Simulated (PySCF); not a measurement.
CH4ClFOSi2, SMILES O=C([SiH3])[Si@@H](F)Cl.

Geometry: PBE-D3(BJ)/def2-SVP. The structure was generated by enumeration; whether it is a known compound was not checked. One conformer was computed; it need not be the lowest.

Method: PBE-D3(BJ)/def2-SVP in PySCF.

Frequencies are harmonic and unscaled.

Computed normal modes with their intensities:
| mode | ν (cm⁻¹) | IR (km/mol) | moving atoms (share of kinetic energy) |
|---|---|---|---|
| 1 | 18 | 1.9 | O 34 %, Si 21 %, F 20 %, Cl 16 % |
| 2 | 68 | 1.6 | H 34 %, Cl 33 %, Si 25 % |
| 3 | 89 | 2.3 | H 63 %, Cl 17 %, Si 11 % |
| 4 | 99 | 4.2 | F 43 %, Si 27 %, O 12 %, H 10 % |
| 5 | 212 | 5.7 | F 51 %, Cl 20 %, O 14 % |
| 6 | 246 | 30.2 | O 36 %, Si 29 %, H 25 % |
| 7 | 310 | 4.7 | O 31 %, Si 25 %, Cl 17 %, F 14 % |
| 8 | 358 | 4.9 | H 45 %, C 32 %, Si 11 %, O 8 % |
| 9 | 405 | 3.6 | Si 53 %, H 19 %, C 14 %, O 12 % |
| 10 | 538 | 41.8 | Si 47 %, Cl 38 %, H 12 % |
| 11 | 566 | 17.0 | H 61 %, Si 22 %, C 8 % |
| 12 | 618 | 19.3 | C 44 %, H 44 %, Si 8 % |
| 13 | 731 | 205.7 | H 78 %, Si 15 % |
| 14 | 781 | 26.8 | H 79 %, F 15 % |
| 15 | 824 | 161.0 | H 54 %, C 31 %, Si 10 % |
| 16 | 865 | 37.8 | H 54 %, C 27 %, Si 15 % |
| 17 | 891 | 123.2 | H 40 %, Si 29 %, F 28 % |
| 18 | 900 | 73.2 | H 74 %, Si 11 %, F 8 % |
| 19 | 902 | 10.0 | H 78 %, C 11 % |
| 20 | 1676 | 87.0 | C 57 %, O 43 % |
| 21 | 2163 | 33.5 | H 99 % |
| 22 | 2183 | 69.9 | H 96 % |
| 23 | 2193 | 76.1 | H 96 % |
| 24 | 2210 | 126.7 | H 96 % |
